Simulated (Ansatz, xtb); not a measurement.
Two structures of CH3FOSn

Structure X is `C[O][Sn][F]`, a singlet and structure Y is a singlet given by its coordinates. Both are isolated molecules in the gas phase, relaxed with PBE0-D3(BJ)/def2-SVP; the shapes shown needn't be the lowest conformers.

X (Å):

```yaml
atoms:
  - { symbol: C, position_ang: [0.5902, 0.5466, 1.2789] }
  - { symbol: F, position_ang: [0.8807, -1.1768, -1.2863] }
  - { symbol: O, position_ang: [1.8982, 0.0655, 1.1408] }
  - { symbol: Sn, position_ang: [2.5948, -1.0785, -0.3247] }
  - { symbol: H, position_ang: [0.1558, 0.1996, 2.2339] }
  - { symbol: H, position_ang: [-0.0715, 0.2190, 0.4581] }
  - { symbol: H, position_ang: [0.5914, 1.6515, 1.3028] }
```

Y (Å):

```xyz
7

C     2.2886    1.8992    1.0337
F     4.0064    3.0784   -0.8556
O     2.4227    1.0622   -0.1431
Sn    2.0669    3.4419   -0.5179
H     3.3305    1.2089   -0.4661
H     3.1849    1.8678    1.6699
H     1.4027    1.5630    1.5879
```

Close contacts (Å): C1–O3 1.45, C1–Sn4 2.20, F2–Sn4 2.00, O3–Sn4 2.44, C1–H6 1.10, C1–H7 1.10, O3–H5 0.97.

Problem. Estimate which is lower in electronic energy at CCSD(T)/def2-TZVP, and by roughly how much.

Solution. The CCSD(T)/def2-TZVP calculation puts structure X lower, by 27.5 kcal/mol.

Level by level:

```tsv
level	geometry	E(Y) − E(X) (kcal/mol)	departure from the last row (kcal/mol)	job, with rough time for the two
PBE0-D3(BJ)/def2-SVP	PBE0-D3(BJ)/def2-SVP	+24.3	−3.2	optimisation, 2.4 min
HF/def2-TZVP	PBE0-D3(BJ)/def2-SVP	+32.2	+4.6	part of the CCSD(T) run
MP2/def2-TZVP	PBE0-D3(BJ)/def2-SVP	+28.2	+0.7	part of the CCSD(T) run
CCSD(T)/def2-TZVP	PBE0-D3(BJ)/def2-SVP	+27.5		single point, 6.3 min
```

The levels shown agree on the order. The largest departure from CCSD(T)/def2-TZVP is that of HF/def2-TZVP, 4.6 kcal/mol. Levels run at GFN2-xTB geometries aren't shown.

With harmonic frequencies from PBE0-D3(BJ)/def2-SVP (ideal gas, rigid rotor, one conformer each, 298.15 K, 1 atm): the zero-point term adds +0.1 kcal/mol; ΔH is +27.4 and ΔG +28.1 kcal/mol.

The correlated steps freeze 7 core orbitals; the filled d shell of Sn is correlated, in a basis made for valence electrons. Atoms past krypton carry core potentials in the def2 sets and no spin–orbit term is included. Mirror images aren't counted in ΔG. Programs: Ansatz 0.2.0; the last row on 2 threads of AMD EPYC (Zen 3) on a shared host.
